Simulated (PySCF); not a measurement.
Simulation results for AlClHN

All values are calculated (PySCF 2.14.0). Calculation on a computer-drawn molecule: vertical ionisation energy to the stated ion spin, frozen-core CCSD(T) at the basis limit and cheaper methods, single-reference cases, UHF for radicals, no spin-orbit; all values are single points at the evaluated structure, the first of each entry, which is the reference or a displaced copy of it and isn't optimised; the reference structure only sets the zero of the energies above reference; triples share is (T) over the correlation energy.

Common to all runs: charge 0; multiplicity 1; ion multiplicity 2; diffuse functions no; basis cc-pV(n+d)Z; reference is the Hartree-Fock double-zeta minimum; best is HF at quadruple zeta + MP2 correlation extrapolated from triple and quadruple zeta + CCSD(T) minus MP2 at triple zeta; basis step is the size of the change from the same recipe one zeta lower.

(1) AlClHN

Evaluated structure:
```xyz
4
AlClHN
N     -0.3203    -1.7229     1.1360
Al     0.8393    -2.8088     1.0266
Cl     2.3359    -4.1848     0.8963
H     -1.0240    -1.1505     1.1879
```

Reference structure:
```xyz
4
AlClHN
N     -0.3544    -1.7216     1.1319
Al     0.8186    -2.7795     1.0456
Cl     2.3531    -4.1608     0.9344
H     -1.0893    -1.0611     1.1841
```

The calculation gives: ionisation energy best 9.027 eV; ionisation energy basis step 0.08818 eV; energy above reference best 5.07 kcal/mol; energy above reference basis step 0.2057 kcal/mol; ionisation energy Koopmans at triple zeta 9.481 eV; ionisation energy EOM CCSD at triple zeta 8.879 eV; total energy HF triple zeta -756.5093 hartree; total energy CCSD(T) triple zeta -757.0170 hartree; total energy best -757.0962 hartree; T1 diagnostic at triple zeta 0.0162; D1 diagnostic at triple zeta 0.04106; ion T1 diagnostic at triple zeta 0.0113; ion D1 diagnostic at triple zeta 0.02841; ion spin squared at triple zeta 0.7589; triples share at triple zeta 0.04428; basis functions triple zeta 122; dipole magnitude HF at triple zeta 2.407 debye; dipole magnitude CCSD unrelaxed at triple zeta 1.867 debye; dipole magnitude PBE at triple zeta 1.697 debye; dipole magnitude r2SCAN at triple zeta 1.849 debye; dipole magnitude B3LYP at triple zeta 1.877 debye; dipole magnitude wB97X at triple zeta 2.06 debye.

Drawn bonds:
```tsv
atom	other atom	order
1	2	2
2	3	1
1	4	1
```

Triple zeta:
```tsv
method	ionisation energy (eV)	energy above reference (kcal/mol)
HF	7.078	4.192
PBE	8.954	5.876
r2SCAN	8.754	5.148
B3LYP	8.854	5.225
wB97X	8.757	5.084
MP2	9.005	5.261
CCSD	8.646	5.086
CCSD(T)	8.814	5.254
```

(2) AlClHN

Evaluated structure:
```xyz
4
AlClHN
N     -0.3203    -1.7229     1.1360
Al     0.8393    -2.8088     1.0266
Cl     2.3359    -4.1848     0.8963
H     -1.0325    -1.1435     1.1885
```

Reference structure:
```xyz
4
AlClHN
N     -0.3544    -1.7216     1.1319
Al     0.8186    -2.7795     1.0456
Cl     2.3531    -4.1608     0.9344
H     -1.0893    -1.0611     1.1841
```

Results for AlClHN: ionisation energy best 9.021 eV; ionisation energy basis step 0.08818 eV; energy above reference best 3.727 kcal/mol; energy above reference basis step 0.1921 kcal/mol; ionisation energy Koopmans at triple zeta 9.477 eV; ionisation energy EOM CCSD at triple zeta 8.871 eV; total energy HF triple zeta -756.5112 hartree; total energy CCSD(T) triple zeta -757.0191 hartree; total energy best -757.0983 hartree; T1 diagnostic at triple zeta 0.01621; D1 diagnostic at triple zeta 0.04113; ion T1 diagnostic at triple zeta 0.01132; ion D1 diagnostic at triple zeta 0.0285; ion spin squared at triple zeta 0.759; triples share at triple zeta 0.04434; basis functions triple zeta 122; dipole magnitude HF at triple zeta 2.393 debye; dipole magnitude CCSD unrelaxed at triple zeta 1.853 debye; dipole magnitude PBE at triple zeta 1.682 debye; dipole magnitude r2SCAN at triple zeta 1.834 debye; dipole magnitude B3LYP at triple zeta 1.862 debye; dipole magnitude wB97X at triple zeta 2.046 debye.

Drawn bonds:
```tsv
atom	other atom	order
1	2	2
2	3	1
1	4	1
```

Triple zeta:
```tsv
method	ionisation energy (eV)	energy above reference (kcal/mol)
HF	7.071	2.994
PBE	8.947	4.434
r2SCAN	8.747	3.8
B3LYP	8.847	3.883
wB97X	8.75	3.747
MP2	9	3.892
CCSD	8.64	3.755
CCSD(T)	8.808	3.895
```

(3) AlClHN

Evaluated structure:
```xyz
4
AlClHN
N     -0.3203    -1.7229     1.1360
Al     0.8393    -2.8088     1.0266
Cl     2.3359    -4.1848     0.8963
H     -1.3353    -0.8972     1.2109
```

Reference structure:
```xyz
4
AlClHN
N     -0.3544    -1.7216     1.1319
Al     0.8186    -2.7795     1.0456
Cl     2.3531    -4.1608     0.9344
H     -1.0893    -1.0611     1.1841
```

The calculation gives: ionisation energy best 8.827 eV; ionisation energy basis step 0.08282 eV; energy above reference best 30.68 kcal/mol; energy above reference basis step 0.05624 kcal/mol; ionisation energy Koopmans at triple zeta 9.386 eV; ionisation energy EOM CCSD at triple zeta 8.624 eV; total energy HF triple zeta -756.4562 hartree; total energy CCSD(T) triple zeta -756.9761 hartree; total energy best -757.0554 hartree; T1 diagnostic at triple zeta 0.01743; D1 diagnostic at triple zeta 0.04487; ion T1 diagnostic at triple zeta 0.01371; ion D1 diagnostic at triple zeta 0.03351; ion spin squared at triple zeta 0.7703; triples share at triple zeta 0.04699; basis functions triple zeta 122; dipole magnitude HF at triple zeta 1.975 debye; dipole magnitude CCSD unrelaxed at triple zeta 1.425 debye; dipole magnitude PBE at triple zeta 1.231 debye; dipole magnitude r2SCAN at triple zeta 1.381 debye; dipole magnitude B3LYP at triple zeta 1.424 debye; dipole magnitude wB97X at triple zeta 1.615 debye.

Drawn bonds:
```tsv
atom	other atom	order
1	2	2
2	3	1
1	4	1
```

Triple zeta:
```tsv
method	ionisation energy (eV)	energy above reference (kcal/mol)
HF	6.813	37.56
PBE	8.722	28.35
r2SCAN	8.525	30.8
B3LYP	8.613	30.83
wB97X	8.502	32.44
MP2	8.843	31.01
CCSD	8.417	31.94
CCSD(T)	8.6	30.88
```

(4) AlClHN

Evaluated structure:
```xyz
4
AlClHN
N     -0.3203    -1.7229     1.1360
Al     0.8393    -2.8088     1.0266
Cl     2.3359    -4.1848     0.8963
H     -1.4701    -0.7876     1.2208
```

Reference structure:
```xyz
4
AlClHN
N     -0.3544    -1.7216     1.1319
Al     0.8186    -2.7795     1.0456
Cl     2.3531    -4.1608     0.9344
H     -1.0893    -1.0611     1.1841
```

The calculation gives: ionisation energy best 8.77 eV; ionisation energy basis step 0.0636 eV; energy above reference best 55.65 kcal/mol; energy above reference basis step 0.2284 kcal/mol; ionisation energy Koopmans at triple zeta 9.4 eV; ionisation energy EOM CCSD at triple zeta 8.535 eV; total energy HF triple zeta -756.4090 hartree; total energy CCSD(T) triple zeta -756.9361 hartree; total energy best -757.0156 hartree; T1 diagnostic at triple zeta 0.01851; D1 diagnostic at triple zeta 0.04721; ion T1 diagnostic at triple zeta 0.02274; ion D1 diagnostic at triple zeta 0.07809; ion spin squared at triple zeta 0.8227; triples share at triple zeta 0.04851; basis functions triple zeta 122; dipole magnitude HF at triple zeta 1.878 debye; dipole magnitude CCSD unrelaxed at triple zeta 1.346 debye; dipole magnitude PBE at triple zeta 1.107 debye; dipole magnitude r2SCAN at triple zeta 1.254 debye; dipole magnitude B3LYP at triple zeta 1.314 debye; dipole magnitude wB97X at triple zeta 1.489 debye.

Drawn bonds:
```tsv
atom	other atom	order
1	2	2
2	3	1
1	4	1
```

Triple zeta:
```tsv
method	ionisation energy (eV)	energy above reference (kcal/mol)
HF	6.676	67.15
PBE	8.64	52.59
r2SCAN	8.44	56.28
B3LYP	8.526	56.21
wB97X	8.401	59.3
MP2	8.85	56.82
CCSD	8.342	57.75
CCSD(T)	8.536	55.98
```

(5) AlClHN

Evaluated structure:
```xyz
4
AlClHN
N     -0.3559    -1.7289     1.1347
Al     0.8167    -2.7787     1.0496
Cl     2.3552    -4.1590     0.9330
H     -1.0915    -1.0619     1.1844
```

Reference structure:
```xyz
4
AlClHN
N     -0.3544    -1.7216     1.1319
Al     0.8186    -2.7795     1.0456
Cl     2.3531    -4.1608     0.9344
H     -1.0893    -1.0611     1.1841
```

Results for AlClHN: ionisation energy best 9.078 eV; ionisation energy basis step 0.08706 eV; energy above reference best 0.2121 kcal/mol; energy above reference basis step 0.009812 kcal/mol; ionisation energy Koopmans at triple zeta 9.561 eV; ionisation energy EOM CCSD at triple zeta 8.926 eV; total energy HF triple zeta -756.5159 hartree; total energy CCSD(T) triple zeta -757.0250 hartree; total energy best -757.1039 hartree; T1 diagnostic at triple zeta 0.01607; D1 diagnostic at triple zeta 0.04061; ion T1 diagnostic at triple zeta 0.0116; ion D1 diagnostic at triple zeta 0.02872; ion spin squared at triple zeta 0.7594; triples share at triple zeta 0.04458; basis functions triple zeta 122; dipole magnitude HF at triple zeta 2.072 debye; dipole magnitude CCSD unrelaxed at triple zeta 1.568 debye; dipole magnitude PBE at triple zeta 1.408 debye; dipole magnitude r2SCAN at triple zeta 1.548 debye; dipole magnitude B3LYP at triple zeta 1.576 debye; dipole magnitude wB97X at triple zeta 1.746 debye.

Drawn bonds:
```tsv
atom	other atom	order
1	2	2
2	3	1
1	4	1
```

Triple zeta:
```tsv
method	ionisation energy (eV)	energy above reference (kcal/mol)
HF	7.139	0.09582
PBE	8.995	0.1777
r2SCAN	8.802	0.1646
B3LYP	8.9	0.1442
wB97X	8.809	0.112
MP2	9.063	0.22
CCSD	8.697	0.1689
CCSD(T)	8.863	0.1991
```

(6) AlClHN

Evaluated structure:
```xyz
4
AlClHN
N     -0.3450    -1.7132     1.0698
Al     0.8747    -2.7437     1.0222
Cl     2.3648    -4.1223     0.9843
H     -1.1645    -1.0869     1.2634
```

Reference structure:
```xyz
4
AlClHN
N     -0.3544    -1.7216     1.1319
Al     0.8186    -2.7795     1.0456
Cl     2.3531    -4.1608     0.9344
H     -1.0893    -1.0611     1.1841
```

Results for AlClHN: ionisation energy best 8.927 eV; ionisation energy basis step 0.0878 eV; energy above reference best 1.383 kcal/mol; energy above reference basis step 0.08643 kcal/mol; ionisation energy Koopmans at triple zeta 9.394 eV; ionisation energy EOM CCSD at triple zeta 8.758 eV; total energy HF triple zeta -756.5114 hartree; total energy CCSD(T) triple zeta -757.0230 hartree; total energy best -757.1021 hartree; T1 diagnostic at triple zeta 0.0166; D1 diagnostic at triple zeta 0.04259; ion T1 diagnostic at triple zeta 0.0117; ion D1 diagnostic at triple zeta 0.03002; ion spin squared at triple zeta 0.7604; triples share at triple zeta 0.04523; basis functions triple zeta 122; dipole magnitude HF at triple zeta 2.315 debye; dipole magnitude CCSD unrelaxed at triple zeta 1.753 debye; dipole magnitude PBE at triple zeta 1.575 debye; dipole magnitude r2SCAN at triple zeta 1.732 debye; dipole magnitude B3LYP at triple zeta 1.762 debye; dipole magnitude wB97X at triple zeta 1.96 debye.

Drawn bonds:
```tsv
atom	other atom	order
1	2	2
2	3	1
1	4	1
```

Triple zeta:
```tsv
method	ionisation energy (eV)	energy above reference (kcal/mol)
HF	6.956	2.89
PBE	8.844	0.9228
r2SCAN	8.643	1.404
B3LYP	8.738	1.549
wB97X	8.637	1.709
MP2	8.917	1.371
CCSD	8.534	1.736
CCSD(T)	8.708	1.49
```
